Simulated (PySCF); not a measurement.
Continuum solvent and chemical shifts

Cartesian coordinates in Å; atom numbers follow the order of the lines, from 1:
```xyz
23

C     1.768    0.943   -0.402
C     0.772   -0.207   -0.515
C     1.386   -1.456    0.098
F     2.527   -1.801   -0.593
C    -0.650    0.101    0.036
C    -1.629   -0.991   -0.413
C    -1.144    1.433   -0.536
C    -0.662    0.185    1.566
H     1.867    1.295    0.638
H     1.485    1.802   -1.026
H     2.759    0.603   -0.733
H     0.646   -0.436   -1.589
H     0.697   -2.315    0.058
H     1.669   -1.286    1.151
H    -1.657   -1.070   -1.511
H    -2.649   -0.759   -0.068
H    -1.370   -1.982   -0.011
H    -1.095    1.438   -1.637
H    -0.555    2.285   -0.166
H    -2.192    1.607   -0.246
H    -1.663    0.474    1.923
H    -0.417   -0.780    2.037
H     0.050    0.936    1.940
```

GIAO PBE0/pcSseg-1 in PySCF 2.14 on one PBE0-D3(BJ)/def2-SVP conformer, non-relativistic, equivalent nuclei averaged. Solvents enter as an IEF-PCM continuum (tetrahydrofuran with ε = 7.4, acetonitrile with ε = 35.7) around the gas-phase geometry. Shifts are referred to TMS, CFCl3 computed in the same medium.

Gas phase, δ in ppm: C3 85.8, C2 45.1, C5 30.9, C6/C7/C8 28.7, C1 12.4, F4 -250.3, H13 4.70, H14 3.90, H12 1.32, H9/H10/H11 1.01, H15/H16/H17/H18/H19/H20/H21/H22/H23 0.85. Dipole moment 1.89 D.

Q: How does each δ change in the continuum?

A: 
| atoms | environment | Δδ, tetrahydrofuran | Δδ, acetonitrile |
| --- | --- | --- | --- |
| C3 | sp3 CH2 bonded to F | +1.8 | +2.1 |
| C2 | sp3 CH | +0.8 | +1.0 |
| C5 | quaternary sp3 carbon | +1.0 | +1.2 |
| C6/C7/C8 | methyl carbon | +0.2 | +0.3 |
| C1 | methyl carbon | +0.5 | +0.6 |
| F4 | fluorine on an sp3 carbon | -3.5 | -4.1 |
| H13 | hydrogen on an sp3 CH2 bonded to F | +0.16 | +0.20 |
| H14 | hydrogen on an sp3 CH2 bonded to F | +0.15 | +0.18 |
| H12 | hydrogen on an sp3 CH | +0.02 | +0.02 |
| H9/H10/H11 | hydrogen on a methyl carbon | -0.02 | -0.03 |
| H15/H16/H17/H18/H19/H20/H21/H22/H23 | hydrogen on a methyl carbon | +0.01 | +0.02 |

Changes are relative to the gas phase. The dipole moment becomes 2.22 D in tetrahydrofuran, 2.29 D in acetonitrile.

Q: Which nuclei move most (in ppm), and what does the model miss?

A: F4 (fluorine on an sp3 carbon, -4.1 ppm) in acetonitrile. A continuum only polarises the solute; specific hydrogen bonds, the anisotropy of aromatic solvents and changes of geometry or conformer are outside it.
